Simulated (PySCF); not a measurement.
BH6NO2Si, SMILES OB(O)N[SiH3]. Geometry optimised at TPSSh-D3(BJ)/def2-SVP. This is a generated structure with no PubChem entry under its InChIKey; it may be hypothetical. Other conformers were not sampled.

**Question.** Give the equilibrium geometry at TPSSh-D3(BJ)/def2-SVP (PySCF confirms it by a frequency run) as a Z-matrix, and its point group. (The exact figures need the calculation; the answer reports its results.)

**Answer.** This is not unique; one that fits is point group Cs.
```
N
H 1 1.0156
B 1 1.4327 2 119.57
O 3 1.3742 1 116.36 2 180.00
H 4 0.9668 3 111.95 1 180.00
O 3 1.3783 4 118.39 5 0.00
H 6 0.9656 3 114.06 4 180.00
Si 1 1.7555 2 117.08 3 180.00
H 8 1.4875 1 112.29 2 118.76
H 8 1.4875 9 108.41 1 -124.65
H 8 1.4901 9 108.80 10 -118.18
```
Charge 0, spin multiplicity 1.
